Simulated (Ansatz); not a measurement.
Ideal-gas functions of FH₂O₃Ta (`[O]=[Ta]([OH])([OH])[F]`) at 298.15 K and 1 bar, from an Ansatz frequency run at PBE0-D4/def2-TZVP.

Molar mass 249.96 g/mol, point group Cs (symmetry number 1), electronic degeneracy 1, moments of inertia 152.954, 156.513, 178.204 u Å². Harmonic wavenumbers (cm⁻¹, unscaled): 180, 189, 199, 232, 237, 379, 392, 536, 548, 671, 724, 728, 1016, 3933, 3937.

Use S(trans) = R[1.5 ln M + 2.5 ln T − 1.1517]; rotational temperatures θ = 24.2544 K / I; S(rot) = R[ln(√π/σ · √(T³/θAθBθC)) + 1.5]; for each mode x = 1.438777 ν̃/T, S = R[x/(eˣ − 1) − ln(1 − e⁻ˣ)] and H = RT x/(eˣ − 1); 1 cm⁻¹ = 0.0119627 kJ/mol; R = 8.31446 J/(mol·K).

Task: By hand: the entropy, in J/(mol·K).

Result: Translation 177.7. Rotation: θ = 0.1586, 0.155, 0.1361 K, giving 112.0. Vibration, mode by mode: 9.74, 9.36, 8.96, 7.80, 7.64, 4.36, 4.15, 2.40, 2.29, 1.43, 1.17, 1.15, 0.37, 0.00, 0.00, in all 60.8. Electronic 0.0. Sum 350.5 J/(mol·K).

Task: By hand: H − E and G − E in kJ/mol, counted from the electronic energy.

Result: Zero-point energy ½ × 13901 × 0.0119627 = 83.1; thermal vibration 10.9; translation, rotation and pV give 4 RT = 9.9. H − E = 103.9 kJ/mol, and G − E = 103.9 − 298.15 × 350.5/1000 = -0.6 kJ/mol.

Vibration gives 17 % of the entropy. The sum counts one conformer and one mirror image; others add a mixing term.
